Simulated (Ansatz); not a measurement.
One change: `CS[SiH](F)Cl` becomes `F[SiH](Cl)[O][GeH3]`.

Ansatz, PBE0-D4/def2-TZVP geometries, multiplicity 1. Each molecule was computed in one conformer, which needn't be the lowest.

Scalar relativity is left out up to krypton.

```csv
property,`CS[SiH](F)Cl`
"ideal-gas entropy at 298 K and 1 bar (rigid rotor, harmonic PBE0-D4/def2-TZVP) / J/(mol·K)",363
HOMO–LUMO gap (PBE/def2-TZVPP) / eV,5.10
LUMO energy (PBE0/def2-TZVPP) / eV,-0.27
LUMO energy (ωB97M-V/def2-TZVPP) / eV,1.65
size of the dipole moment (PBE/def2-TZVPP) / D,1.37
LUMO energy (PBE/def2-TZVPP) / eV,-1.22
```

Q: Give the same properties after the change, and the shifts. (Estimate.)

A: Computed: 
| property | `F[SiH](Cl)[O][GeH3]` | shift |
| --- | --- | --- |
| ideal-gas entropy at 298 K and 1 bar (rigid rotor, harmonic PBE0-D4/def2-TZVP) / J/(mol·K) | 390 | 27 |
| HOMO–LUMO gap (PBE/def2-TZVPP) / eV | 6.64 | 1.54 |
| LUMO energy (PBE0/def2-TZVPP) / eV | -0.19 | 0.08 |
| LUMO energy (ωB97M-V/def2-TZVPP) / eV | 1.64 | -0.01 |
| size of the dipole moment (PBE/def2-TZVPP) / D | 2.08 | 0.71 |
| LUMO energy (PBE/def2-TZVPP) / eV | -1.08 | 0.14 |

With PBE0 the HOMO falls by 1.67 eV and the LUMO rises by 0.08 eV, so the gap widens by about 1.75 eV. PBE moves the HOMO by -1.40 eV and ωB97M-V by -1.79 eV. Dipoles are sizes alone; their direction can turn. Modes under 60 cm⁻¹, often nearly free rotors, make the harmonic entropy too high.
